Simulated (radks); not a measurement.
Q: Sm LIX, configuration [He] 2s2. Calculated with a radial shooting solver on a logarithmic mesh with Libxc functionals: Dirac Kohn-Sham, PBEsol, spin-unpolarised, spherical densities, finite nucleus; Fermi nuclear charge, rms radius 5.0819 fm.

Spin-orbit splittings of the eigenvalues, e(l+1/2) - e(l-1/2), with zeta = 2 splitting/(2l+1) and mean radii in bohr:

| shell | occ. | splitting (eV) | zeta (eV) | <r> j=l-1/2 | <r> j=l+1/2 |
|---|---|---|---|---|---|
| 2p | 0 | 692.1 | 461.4 | 0.07589 | 0.08182 |
| 3d | 0 | ? | ? | 0.1733 | 0.1762 |

Estimate the 3d splitting.

A: 57.19 eV (zeta = 22.88 eV).
